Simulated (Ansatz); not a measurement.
`C#Cc1ccc(C#Cc2ccc(C#Cc3ccc(C#Cc4ccccc4)cc3)cc2)cc1`. The state is a singlet with charge 0. Geometry PBE-D4/def2-SVP.

```xyz
50

C     0.9356  -11.2112   -8.0965
C     0.8523  -10.2196   -7.3802
C     0.7555   -9.0651   -6.5462
C     0.2081   -7.8558   -7.0450
C     0.1135   -6.7279   -6.2302
C     0.5627   -6.7654   -4.8848
C     0.4661   -5.6121   -4.0519
C     0.3825   -4.6148   -3.3331
C     0.2859   -3.4613   -2.5004
C    -0.8684   -3.2337   -1.7076
C    -0.9626   -2.1057   -0.8931
C     0.0938   -1.1601   -0.8383
C    -0.0022   -0.0070   -0.0051
C    -0.0843    0.9896    0.7150
C    -0.1796    2.1429    1.5480
C    -0.7489    3.3466    1.0580
C    -0.8419    4.4745    1.8727
C    -0.3698    4.4447    3.2104
C    -0.4654    5.5981    4.0434
C    -0.5491    6.5943    4.7632
C    -0.6441    7.7499    5.5968
C    -1.7883    7.9630    6.4072
C    -1.8757    9.0974    7.2222
C    -0.8315   10.0365    7.2462
C     0.3063    9.8350    6.4474
C     0.4044    8.7042    5.6286
C     0.1996    3.2408    3.7001
C     0.2929    2.1128    2.8855
C     1.2482   -1.3880   -1.6312
C     1.3423   -2.5157   -2.4460
C     1.1103   -7.9760   -4.3869
C     1.2049   -9.1038   -5.2018
H     1.0088  -12.0854   -8.7281
H    -0.1432   -7.8173   -8.0863
H    -0.3126   -5.7942   -6.6249
H    -1.6924   -3.9612   -1.7434
H    -1.8613   -1.9373   -0.2821
H    -1.1183    3.3792    0.0227
H    -1.2855    5.4029    1.4843
H    -2.6033    7.2249    6.3849
H    -2.7693    9.2505    7.8467
H    -0.9041   10.9268    7.8892
H     1.1280   10.5674    6.4637
H     1.2932    8.5418    5.0016
H     0.5677    3.2077    4.7359
H     0.7353    1.1841    3.2743
H     2.0719   -0.6602   -1.5954
H     2.2410   -2.6838   -3.0572
H     1.4609   -8.0149   -3.3454
H     1.6304  -10.0378   -4.8069
```

Single mean-field runs in def2-SVP, def2-TZVP are fitted with def2-universal-jkfit. The restricted singlet is unstable towards broken spin symmetry in Hartree–Fock (as tested in another run); at HF/6-31G, HF/def2-TZVP this wasn't settled.

Q: Estimate the orbital energies around the gap (eV) in Ansatz with HF/6-31G, HF/def2-TZVP, PBE-D4/def2-TZVP, PBE0-D4/def2-SVP, PBE0-D4/def2-TZVP.

A: 
```json
{"orbital": "HOMO−5", "HF/6-31G": "-9.49", "HF/def2-TZVP": "-9.58", "PBE-D4/def2-TZVP": "-6.66", "PBE0-D4/def2-SVP": "-7.67", "PBE0-D4/def2-TZVP": "-7.67"}
{"orbital": "HOMO−4", "HF/6-31G": "-9.32", "HF/def2-TZVP": "-9.41", "PBE-D4/def2-TZVP": "-6.53", "PBE0-D4/def2-SVP": "-7.52", "PBE0-D4/def2-TZVP": "-7.53"}
{"orbital": "HOMO−3", "HF/6-31G": "-8.49", "HF/def2-TZVP": "-8.61", "PBE-D4/def2-TZVP": "-5.82", "PBE0-D4/def2-SVP": "-6.76", "PBE0-D4/def2-TZVP": "-6.77"}
{"orbital": "HOMO−2", "HF/6-31G": "-8.20", "HF/def2-TZVP": "-8.35", "PBE-D4/def2-TZVP": "-5.69", "PBE0-D4/def2-SVP": "-6.58", "PBE0-D4/def2-TZVP": "-6.59"}
{"orbital": "HOMO−1", "HF/6-31G": "-8.15", "HF/def2-TZVP": "-8.28", "PBE-D4/def2-TZVP": "-5.62", "PBE0-D4/def2-SVP": "-6.52", "PBE0-D4/def2-TZVP": "-6.52"}
{"orbital": "HOMO", "HF/6-31G": "-8.10", "HF/def2-TZVP": "-8.23", "PBE-D4/def2-TZVP": "-5.57", "PBE0-D4/def2-SVP": "-6.48", "PBE0-D4/def2-TZVP": "-6.47"}
{"orbital": "LUMO", "HF/6-31G": "2.02", "HF/def2-TZVP": "1.61", "PBE-D4/def2-TZVP": "-2.48", "PBE0-D4/def2-SVP": "-1.67", "PBE0-D4/def2-TZVP": "-1.74"}
{"orbital": "LUMO+1", "HF/6-31G": "2.05", "HF/def2-TZVP": "1.67", "PBE-D4/def2-TZVP": "-2.44", "PBE0-D4/def2-SVP": "-1.65", "PBE0-D4/def2-TZVP": "-1.70"}
{"orbital": "LUMO+2", "HF/6-31G": "2.11", "HF/def2-TZVP": "1.73", "PBE-D4/def2-TZVP": "-2.39", "PBE0-D4/def2-SVP": "-1.60", "PBE0-D4/def2-TZVP": "-1.64"}
{"orbital": "LUMO+3", "HF/6-31G": "2.79", "HF/def2-TZVP": "2.34", "PBE-D4/def2-TZVP": "-1.97", "PBE0-D4/def2-SVP": "-1.08", "PBE0-D4/def2-TZVP": "-1.15"}
{"orbital": "LUMO+4", "HF/6-31G": "3.58", "HF/def2-TZVP": "2.94", "PBE-D4/def2-TZVP": "-1.57", "PBE0-D4/def2-SVP": "-0.52", "PBE0-D4/def2-TZVP": "-0.65"}
{"orbital": "LUMO+5", "HF/6-31G": "3.59", "HF/def2-TZVP": "2.98", "PBE-D4/def2-TZVP": "-1.55", "PBE0-D4/def2-SVP": "-0.50", "PBE0-D4/def2-TZVP": "-0.63"}
```
